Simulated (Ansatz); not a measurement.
Reaction (SMILES): FSF → F atom + F[S] (F-S)
B3LYP-D3(BJ)/def2-TZVP geometries, fixed; electronic energies without zero-point terms.
Largest species:
```
S
F 1 1.6052
F 1 1.6052 2 98.75
```
Charge 0, spin multiplicity 1.

Effect of a fitting basis named in the input at MP2/aug-cc-pV(Q+d)Z with Ansatz (a first-principles code), against the last row, where the bond dissociation energy is 98.41 kcal/mol. Cores are frozen. Open shells are unrestricted. The default fits or decomposes integrals by the program's own choice; accuracy: high also tightens integrals, grids and stops.

| setting | largest shift of a total energy (mEh) | shift of the bond dissociation energy (kcal/mol) |
|---|---|---|
| fitting: def2-universal-jkfit and def2-SVP-RIFIT | -8.861 | -0.410 |
| fitting: def2-universal-jkfit and cc-pVDZ-RIFIT | -6.098 | -0.332 |
| fitting: def2-universal-jkfit and cc-pVTZ-RIFIT | -2.217 | -0.071 |
| fitting: def2-universal-jkfit and aug-cc-pVTZ-RIFIT | -1.317 | -0.148 |
| fitting: def2-universal-jkfit and cc-pVQZ-RIFIT | 0.229 | -0.069 |
| fitting: def2-universal-jkfit and aug-cc-pVQZ-RIFIT | 0.462 | -0.079 |
| accuracy: high | -0.001 | 0.000 |
| accuracy: medium (default) | 0.000 | 0.000 |

Within 0.3 kcal/mol in the bond dissociation energy: fitting: def2-universal-jkfit and cc-pVTZ-RIFIT; fitting: def2-universal-jkfit and aug-cc-pVTZ-RIFIT; fitting: def2-universal-jkfit and cc-pVQZ-RIFIT; fitting: def2-universal-jkfit and aug-cc-pVQZ-RIFIT; accuracy: high. The largest shift is 8.861 mEh in a total energy and 0.410 kcal/mol in the difference.
